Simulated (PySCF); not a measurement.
C3H3F3, SMILES C(=C/F)/C(F)F.

The structure is a stationary point at PBE0-D3(BJ)/def2-SVP. Other conformers were not sampled.

Calculation: TDA-PBE/def2-SVPD (PySCF).

Vertical excitations. The molecule is in vacuum. State labels are in the subgroup Cs.

Computed excitation energies, oscillator strengths and character:
```tsv
state	symmetry	energy (eV)	λ (nm)	f	main pairs
S1	A"	6.63	187	0.000	HOMO−1→LUMO 99 %
S2	A"	7.15	173	0.022	HOMO→LUMO+1 99 %
S3	A"	7.49	165	0.000	HOMO→LUMO+2 99 %
S4	A'	7.60	163	0.392	HOMO→LUMO 74 %
S5	A'	8.05	154	0.011	HOMO−2→LUMO 91 %
S6	A"	8.07	154	0.000	HOMO−3→LUMO 98 %
S7	A'	8.22	151	0.010	HOMO−1→LUMO+1 99 %
S8	A"	8.23	151	0.008	HOMO→LUMO+3 100 %
S9	A'	8.60	144	0.001	HOMO−5→LUMO 85 %
S10	A'	8.62	144	0.024	HOMO−1→LUMO+2 91 %
T1	A'	4.45	278	0	HOMO→LUMO 98 %
T2	A"	6.35	195	0	HOMO−1→LUMO 100 %
T3	A"	6.96	178	0	HOMO→LUMO+1 99 %
T4	A"	7.38	168	0	HOMO→LUMO+2 99 %
```
Triplets are in the Tamm–Dancoff approximation.
